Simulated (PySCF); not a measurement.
From one molecule to another.

First species: CH₇ClO₃Si₂.
SMILES: `O[SiH](O)O[SiH2]CCl`

Second species: C3H9N3Si2.
SMILES with atom numbers: `[N:1]#[C:2][Si:3]([NH2:4])([NH2:5])[SiH:6]1[CH2:7][CH2:8]1` (hydrogens: H9, H10 on N4; H11, H12 on N5; H13 on Si6; H14, H15 on C7; H16, H17 on C8)

Levels: PBE0/def2-SVPD for HOMO energy, LUMO energy, HOMO–LUMO gap and static isotropic polarisability; TDDFT PBE0/def2-SVPD for lowest singlet excitation; TDA PBE0/def2-SVPD for lowest triplet excitation (Tamm–Dancoff). Geometries: GFN2-xTB. Each structure is a single optimised conformer of the isolated species, non-relativistic unless stated. Electronic properties by PySCF.

Dipoles, sizes and rotational constants follow the conformer. The torsions of the flexible species, by atom-mapped SMILES:
- `[N:1]#[C:2][Si:3]([NH2:4])([NH2:5])[SiH:6]1[CH2:7][CH2:8]1`: C2–Si3–Si6–C7 -141°, H–N4–Si3–C2 78°, H–N4–Si3–C2 -64°, H–N5–Si3–C2 173°, H–N5–Si3–C2 -48°

The conformers of `O[SiH](O)O[SiH2]CCl` aren't listed.

Values for the first species:

| Property | Result |
| --- | --- |
| HOMO energy | -8.00 eV |
| LUMO energy | -0.14 eV |
| HOMO–LUMO gap | 7.86 eV |
| Lowest singlet excitation | 6.59 eV |
| Lowest triplet excitation (Tamm–Dancoff) | 6.00 eV |
| Static isotropic polarisability | 85.0 au |

Q: Estimate the same properties for the second species, and the change in each.

A: 
```
                                property     first    second  second less first
                             HOMO energy  -8.00 eV  -7.06 eV           +0.94 eV
                             LUMO energy  -0.14 eV  -0.89 eV           -0.75 eV
                           HOMO–LUMO gap   7.86 eV   6.17 eV           -1.69 eV
               lowest singlet excitation   6.59 eV   5.01 eV           -1.58 eV
lowest triplet excitation (Tamm–Dancoff)   6.00 eV   4.23 eV           -1.77 eV
         static isotropic polarisability   85.0 au  109.7 au           +24.7 au
```

On the first: No computed singlet falls in the visible range (750 to 380 nm, 1.65 to 3.26 eV); S1 lies 3.33 eV above its blue end. The 6 singlets span 6.59 to 7.78 eV, and their oscillator strengths add up to 0.03.

On the second: The principal polarisabilities are 93.5, 102.4 and 133.1 au; their mean is the isotropic value. No computed singlet falls in the visible range (750 to 380 nm, 1.65 to 3.26 eV); S1 lies 1.75 eV above its blue end.
